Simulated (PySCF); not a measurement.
Al(Me)(Et)(Vi), SMILES C=[CH][Al]([CH3])[CH2]C, GFN2-xTB optimised geometry.

```
17

Al    -0.19     0.68     0.00
C     -1.23     2.38     0.00
H     -2.19     2.27     0.51
H     -1.46     2.73    -1.01
H     -0.70     3.20     0.50
C      1.82     0.68     0.00
C      2.44     0.30     1.36
H      2.19     1.67    -0.29
H      2.22    -0.01    -0.76
H      2.10    -0.68     1.68
H      2.14     1.02     2.13
H      3.53     0.29     1.31
C     -1.13    -1.07     0.03
C     -0.45    -2.22    -0.01
H     -2.22    -1.15     0.07
H     -0.92    -3.20     0.00
H      0.63    -2.23    -0.05
```

Density from B3LYP/def2-SVP (PySCF 2.14.0) at that geometry.

Minimum of the electron density along straight lines between bonded atoms, close to the bond critical point (lines longer than 1.1 times the sum of covalent radii, or with two minima, are not listed):

| bond | length / Å | ρ at the minimum / e bohr⁻³ | ∇²ρ there / e bohr⁻⁵ | position (fraction from the first atom) |
|---|---|---|---|---|
| Al1–C2 | 1.992 | 0.078 | 0.31 | 0.40 |
| C2–H3 | 1.096 | 0.265 | -0.91 | 0.62 |
| C2–H4 | 1.096 | 0.263 | -0.90 | 0.62 |
| C2–H5 | 1.096 | 0.265 | -0.91 | 0.62 |
| Al1–C6 | 2.011 | 0.078 | 0.29 | 0.39 |
| C6–C7 | 1.540 | … | -0.51 | 0.49 |
| C6–H8 | 1.101 | 0.265 | -0.90 | 0.62 |
| C6–H9 | 1.101 | 0.265 | -0.89 | 0.62 |
| C7–H10 | 1.089 | 0.277 | -1.01 | 0.62 |
| C7–H11 | 1.089 | 0.276 | -1.00 | 0.62 |
| C7–H12 | 1.091 | 0.276 | -1.00 | 0.62 |
| Al1–C13 | 1.988 | 0.078 | 0.32 | 0.40 |
| C13–C14 | 1.334 | 0.340 | -0.91 | 0.49 |
| C13–H15 | 1.093 | 0.272 | -0.97 | 0.62 |
| C14–H16 | 1.084 | 0.281 | -1.07 | 0.63 |
| C14–H17 | 1.082 | 0.283 | -1.08 | 0.63 |

Question: Fill in the missing entries.

Answer: 
- C6–C7, ρ at the minimum / e bohr⁻³: 0.233
